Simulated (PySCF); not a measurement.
# Structure from 2D NMR

Compound of formula C₆H₉O₂P. Correlations simulated from computed shifts and the bond graph:

HSQC (one-bond C–H):
```tsv
δH	δC
4.07	68.6
3.38	68.6
2.64	95.0
1.80	36.9
1.60	36.9
```

COSY cross peaks (H two or three bonds apart, from the bond graph; peaks can be absent where the dihedral angle is near 90°):
```tsv
δH	δH
4.07	3.38
4.07	1.80
4.07	1.60
3.38	1.80
3.38	1.60
1.80	1.60
```

HMBC (two and three bonds, from the bond graph):
```tsv
δH	δC
4.07	68.6, 36.9
3.38	68.6, 36.9
2.64	82.6
1.80	82.6, 68.6, 36.9
1.60	82.6, 68.6, 36.9
```

Carbons without hydrogens: δ 82.6.

Calculated, not measured (PySCF 2.14.0 with density-fitted response routines): geometry from PBE0-D3(BJ)/def2-SVP, GIAO B3LYP/pcSseg-1 shieldings. Averaged over atoms made equivalent by symmetry, fast rotation or ring inversion, a single conformation, in vacuum, non-relativistic.

Referencing at the same level of theory: ¹H (σref 31.38), ¹³C (σref 179.24) against TMS.

Exchangeable hydrogens are left out of these lists.

Problem. Work out the connectivity.

Solution. SMILES C#CP1(=O)CCOCC1.

Mapped SMILES: `[CH:1]#[C:2][P:3]1(=[O:4])[CH2:5][CH2:6][O:7][CH2:8][CH2:9]1`. Each H is labelled by its parent atom.

1. δC 95.0 is C1, a terminal alkyne carbon (δH 2.64).
2. δC 82.6 is C2, an alkyne carbon.
3. δC 68.6 is C6/C8, an sp3 CH2 bonded to O (δH 4.07, 3.38).
4. δC 36.9 is C5/C9, an sp3 CH2 bonded to P (δH 1.60, 1.80).
5. HMBC from δH 2.64 reaches the proton-free carbon C2.
6. HMBC from δH 1.80 reaches the proton-free carbon C2.
7. HMBC from δH 1.60 reaches the proton-free carbon C2.
8. COSY links 4.07–3.38, 4.07–1.80, 4.07–1.60, 3.38–1.80, 3.38–1.60, 1.80–1.60.

The shifts were computed for this structure.

Shifts are as computed. Against solution values, carbons near 30 ppm lie about +2 ppm off and those near 130 ppm about +6 ppm. Of 1309 compounds with measured shifts, 239 miss one by over three times the rms of a fit or turn the order of signals round; such compounds aren't used in these exercises.
